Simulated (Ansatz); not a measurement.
Problem. Name a neutral molecule of In, S and H with ideal-gas entropy at 298 K and 1 bar (rigid rotor, harmonic PBE0-D4/def2-TZVP) between 331 and 347 J/(mol·K) and HOMO energy (ωB97M-V/def2-TZVPP) between -9.95 and -9.65 eV (Ansatz, PBE0-D4/def2-TZVP geometry).

Solution. `[SH2+][InH3-]` (331 J/(mol·K), -9.84 eV). Other molecules can fit too; these were computed, each in one conformer that needn't be the lowest.
